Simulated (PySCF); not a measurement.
C3H5, SMILES C([CH2])=C, multiplicity 2.

Geometry optimised at ωB97X-D3(BJ)/def2-TZVP.

The numbers are results of TDA-CAM-B3LYP/def2-SVPD in PySCF, not measurements.

Vertical excitations. Gas-phase values at a fixed geometry.

Q: Give excitation energies, oscillator strengths and character. (Estimate from the structure and the level; the computed values follow.)

A: 
| state | energy (eV) | λ (nm) | f | main pairs |
|---|---|---|---|---|
| root 1 | 4.12 | 301 | 0.004 | α HOMO→LUMO+1 39 %, β HOMO→LUMO 59 % |
| root 2 | 5.63 | 220 | 0.000 | α HOMO→LUMO 97 % |
| root 3 | 6.07 | 204 | 0.000 | β HOMO−1→LUMO 95 % |
| root 4 | 6.20 | 200 | 0.472 | α HOMO→LUMO+1 59 %, β HOMO→LUMO 35 % |
| root 5 | 6.36 | 195 | 0.028 | α HOMO→LUMO+2 92 % |
| root 6 | 6.40 | 194 | 0.000 | α HOMO→LUMO+3 94 % |
| root 7 | 6.47 | 192 | 0.000 | β HOMO−2→LUMO 92 % |
| root 8 | 7.12 | 174 | 0.000 | α HOMO−1→LUMO+1 42 %, β HOMO→LUMO+4 54 % |
| root 9 | 7.63 | 163 | 0.000 | α HOMO→LUMO+4 91 % |
| root 10 | 7.75 | 160 | 0.001 | β HOMO−3→LUMO 87 % |
Unrestricted roots are not spin-pure.
